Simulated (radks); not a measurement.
Tm+, 68 electrons, occupied as [Xe] 4f13.5 6s0.5 (fractional occupations, a model configuration).

Method: scalar-relativistic Kohn-Sham, BLYP, spin-polarised, spherical densities, finite nucleus; open shells are filled with parallel spins first (spin-orbit coupling, left out, can overturn this in heavy ions); Fermi nuclear charge, rms radius 5.2256 fm; computed with a radial shooting solver on a logarithmic mesh with Libxc functionals.

Energy parts (hartree):
part                       energy
total                 -13566.6300
kinetic                14743.1895
electron-nucleus      -33333.5035
Hartree                 5309.7065
exchange-correlation    -286.0224

Orbitals (lengths in bohr, moments of r in powers of bohr; <r^-3> diverges for s and p1/2; r(max) is where P^2 peaks):
orbital  occ.  eigenvalue (hartree)   r(max)  <r^-3>      <r>
1s up       1             -2178.686  0.01261       -  0.02001
1s down     1             -2178.686  0.01261       -  0.02001
2s up       1             -367.6844  0.07189       -  0.08488
2s down     1             -367.6841  0.07189       -  0.08488
2p up       3             -324.7171  0.05854   15130  0.07541
2p down     3             -324.7168  0.05854   15130  0.07541
3s up       1             -82.70153   0.2033       -   0.2210
3s down     1             -82.69364   0.2032       -   0.2210
3p up       3             -69.68698   0.2002    3281   0.2203
3p down     3             -69.67910   0.2002    3281   0.2203
3d up       5             -53.60250   0.1632   433.4   0.1998
3d down     5             -53.59644   0.1632   433.5   0.1998
4s up       1             -16.36767   0.4643       -   0.4980
4s down     1             -16.35109   0.4643       -   0.4980
4p up       3             -12.09165   0.4856   742.0   0.5287
4p down     3             -12.07535   0.4856   741.8   0.5287
4d up       5              -6.41123   0.5011   82.29   0.5722
4d down     5              -6.39524   0.5011   82.26   0.5723
4f up       7              -0.23359   0.4967   11.10   0.8431
4f down   6.5              -0.21950   0.4969   11.06   0.8477
5s up       1              -2.10620    1.094       -    1.237
5s down     1              -2.09778    1.094       -    1.238
5p up       3              -1.14604    1.261   87.29    1.492
5p down     3              -1.13901    1.262   87.08    1.492
6s up     0.5              -0.31771    3.175       -    3.668
6s down     0              -0.30844    3.180       -    3.685

The highest occupied level is 4f down at -5.973 eV. The configuration is held as typed, so some empty levels lie below it. The electron density at the nucleus is 1.003e+06 e/bohr^3 (large components only).
